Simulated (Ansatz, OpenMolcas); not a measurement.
# C3H11AlO (SMILES C[Al-](C)(C)[OH2+]): the HOMO–LUMO gap, rung by rung

C3H11AlO: 16 atoms, total charge 0, spin state singlet. As SMILES, `C[Al-](C)(C)[OH2+]`. The coordinates come from a PBE0-D4/def2-TZVP relaxation. This is one conformer, not always the lowest.

Quantity: the HOMO–LUMO gap, in eV. The values are calculated.

| level | kind | program | value (eV) | CPU time |
| --- | --- | --- | --- | --- |
| HF/6-31G* (spherical functions) | Hartree–Fock | OpenMolcas | 13.51 | 20 s |
| SVWN5/6-31G* (spherical functions) | LDA | Ansatz | 4.65 | 7.5 s |
| BLYP/6-31G* (spherical functions) | GGA | OpenMolcas | 4.52 | 1.9 min |
| revPBE/6-31G* (spherical functions) | GGA | OpenMolcas | 4.79 | 1.8 min |
| M06-L/6-31G* (spherical functions) | meta-GGA | OpenMolcas | 5.79 | 2.1 min |
| TPSS/6-31G* (spherical functions) | meta-GGA | OpenMolcas | 5.10 | 2.1 min |
| M06-2X/6-31G* (spherical functions) | hybrid meta-GGA | OpenMolcas | 8.93 | 2.1 min |
| CAM-B3LYP/6-31G* (spherical functions) | range-separated hybrid | Ansatz | 9.29 | 16 s |

The values span 4.52 to 13.51 eV. Orbital gaps aren't excitation energies; they tend to grow with the share of exact exchange. Times are those of the runs behind each value, whatever else they computed, on shared processors of several kinds: orders of magnitude only.
